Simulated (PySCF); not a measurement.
A structure optimised at B3LYP-D3(BJ)/def2-TZVP, used in a PySCF frequency run:

```
Cd
I 1 2.5923
```
Charge +1, spin multiplicity 1.

Q: Write its SMILES, formula and point group.

A: [Cd+][I], CdI, C∞v

Q: What are its rotational constants (standard atomic weights)?

A: 1.2616 GHz (linear rotor, B only)
